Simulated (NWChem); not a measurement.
# CH$_{3}$Zn cation; SMILES [CH3][Zn+]

```xyz
5

Zn     0.0000     0.0000    -0.4610
C      0.0000     0.0000     1.5084
H      0.7492     0.7492     1.7983
H      0.2742    -1.0234     1.7983
H     -1.0234     0.2742     1.7983
```
Atoms are numbered in this order, from 1.

Coordinates come from a PBE0/def2-SVP optimisation. B3LYP is NWChem's, with the RPA form of VWN correlation.

Q: List the 6 lowest vertical singlet excitations from B3LYP/6-31G* (spherical d), TDA (NWChem).

A: 
```json
[
 {"state": "S1", "energy (eV)": "5.73", "oscillator strength": "0.553", "leading excitation (squared amplitude)": "HOMO → LUMO (0.87)"},
 {"state": "S2", "energy (eV)": "6.23", "oscillator strength": "0.006", "leading excitation (squared amplitude)": "HOMO−2 → LUMO (0.99)"},
 {"state": "S3", "energy (eV)": "6.23", "oscillator strength": "0.006", "leading excitation (squared amplitude)": "HOMO−1 → LUMO (0.99)"},
 {"state": "S4", "energy (eV)": "7.90", "oscillator strength": "0.273", "leading excitation (squared amplitude)": "HOMO → LUMO+2 (0.84)"},
 {"state": "S5", "energy (eV)": "7.90", "oscillator strength": "0.273", "leading excitation (squared amplitude)": "HOMO → LUMO+1 (0.84)"},
 {"state": "S6", "energy (eV)": "8.07", "oscillator strength": "0.000", "leading excitation (squared amplitude)": "HOMO−3 → LUMO (1.00)"}
]
```
